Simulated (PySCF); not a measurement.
**Pt (platinum, neutral) across methods**

[Xe] 4f14 5d8 6s1 7s1, high-spin 5F determinant (an excited configuration). Computed with PySCF 2.14 in aug-cc-pVDZ-PP with ECP60MDF, with a scalar-relativistic core potential.

```csv
method,E (hartree),mean ε 5d β (eV),mean ε 6s α (eV),mean ε 7s α (eV),Σ⟨r²⟩ (bohr²),⟨S²⟩
r2SCANh,-119.1366,-12.819,-11.255,-1.717,106.9,6.001
M06-L,-119.1634,-12.015,-10.201,-1.475,108.1,6.001
r2SCAN,-119.1570,-12.192,-10.939,-1.625,106.8,6.001
LDA,-118.8951,-12.110,-11.039,-1.658,106.7,6.000
HSE06,-119.1026,-13.176,-11.103,-1.663,107.2,6.001
PBE,-119.1408,-11.967,-10.705,-1.671,107.0,6.000
TPSSh,-119.0768,-12.622,-10.909,-1.725,107.3,6.001
PBE0,-119.1045,-13.577,-11.488,-1.924,107.1,6.001
```

Q: Estimate the same row for UHF.

A: E (hartree) = -118.31147; mean ε 5d β (eV) = -17.417; mean ε 6s α (eV) = -13.129; mean ε 7s α (eV) = -2.408; Σ⟨r²⟩ (bohr²) = 108.1; ⟨S²⟩ = 6.003.

Energies and moments cover only the electrons outside the core potential. Spin-orbit coupling, absent here, splits the open shell strongly. The outer electron is Rydberg-like, and this basis confines it to a smaller radius and binds it less than a complete one would.
